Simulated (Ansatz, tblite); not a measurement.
Forces on W₅⁺ at its PBE0-D4/def2-SVP geometry. The state is a doublet with charge 1.

In the def2 sets W takes a core potential; there is no spin–orbit coupling. The xTB rows come from tblite. The structure comes from a short search, and lower isomers may exist.

GFN1-xTB (tblite), largest force 36.51 eV/Å:

```xyz
5
positions Å, forces eV/Å
W     1.214    1.118   -0.814    9.452   18.547  -12.792
W    -0.764    1.135    0.666   -3.160   22.876   28.276
W    -0.891   -1.319    0.924  -17.999  -13.235    9.900
W     1.335   -0.831    0.451   18.971  -11.810    6.404
W    -0.894   -0.103   -1.226   -7.264  -16.379  -31.788
```

GFN2-xTB (tblite), largest force 19.90 eV/Å:

```
W 3.922 8.064 -5.548
W -0.863 12.029 15.830
W -7.883 -5.602 4.209
W 7.949 -4.948 2.684
W -3.125 -9.543 -17.175
```

PBE-D4/def2-TZVP (Ansatz), largest force 0.81 eV/Å:

```
W 0.432 0.538 -0.385
W -0.174 0.550 0.562
W -0.477 -0.514 0.366
W 0.480 -0.297 0.164
W -0.261 -0.277 -0.707
```
